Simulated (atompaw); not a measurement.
praseodymium (Pr) PAW (atompaw): all-electron and pseudo phase curves

praseodymium (Pr), PAW, made with atompaw 4.2.0.5 (PBE, scalar-relativistic). Core [Kr] 4d10 4f2, reference 5s2 5p6 5d1 6s1 6p0 (charge +1). Waves: 5s (bound): rc 2.20 bohr; 6s (bound): rc 2.80 bohr; 5p (bound): rc 2.05 bohr; 6p (bound, empty): rc 2.80 bohr; 5d (bound): rc 2.80 bohr; 5d channel at 0.65 Ry: rc 2.80 bohr. Local part: ultrasoft scheme with l = 3 at 0.5 Ry, radius 2.80 bohr. Core correction: smooth core density matched at 2.00 bohr. Augmentation charge: besselshape compensation charge, radius 2.60 bohr; PAW radius 2.80 bohr; waves and projectors: custom polynom vanderbiltortho.

The phase is arctan(r·u′/u) with u = r·R(r), unwrapped; energies in Ry, scanned from -6 to 5 Ry. A pole is an energy at which the radial function vanishes at the test radius. The pseudo phase is shifted by a multiple of π to meet the all-electron one at the reference energy, and phase errors are pseudo minus all-electron; the curves can meet again beyond the range given. Levels narrower than the energy grid can be missing from the lists of poles.

```tsv
channel	radius (bohr)	reference energy (Ry)	poles, all-electron	poles, pseudo	unbroken range about the reference energy with phases within 0.05 rad	phase error 1 Ry above the reference energy (rad)
s	2.80	-0.63	-3.41, 3.12	-3.41, 3.24	the whole range	+0.007
p	2.80	-0.40	-1.89, 4.50	-1.89, 4.52	the whole range	+0.001
d	2.80	-0.63	0.38	0.38	below 2.5	+0.000
```

Phases in the s channel:

| E (Ry) | all-electron | pseudo |
| --- | --- | --- |
| -6.00 | 1.394 | 1.395 |
| -5.52 | 1.381 | 1.381 |
| -5.04 | 1.362 | 1.363 |
| -4.56 | 1.331 | 1.332 |
| -4.08 | 1.254 | 1.254 |
| -3.60 | -0.973 | -0.972 |
| -3.12 | -1.700 | -1.699 |
| -2.64 | -1.773 | -1.773 |
| -2.16 | -1.827 | -1.826 |
| -1.68 | -1.890 | -1.889 |
| -1.20 | -1.986 | -1.986 |
| -0.72 | -2.170 | -2.170 |
| -0.24 | -2.635 | -2.634 |
| 0.24 | -3.631 | -3.624 |
| 0.72 | -4.231 | -4.224 |
| 1.20 | -4.456 | -4.450 |
| 1.68 | -4.565 | -4.559 |
| 2.16 | -4.631 | -4.625 |
| 2.64 | -4.677 | -4.670 |
| 3.12 | -4.713 | -4.705 |
| 3.60 | -4.744 | -4.734 |
| 4.08 | -4.773 | -4.762 |
| 4.56 | -4.803 | -4.790 |
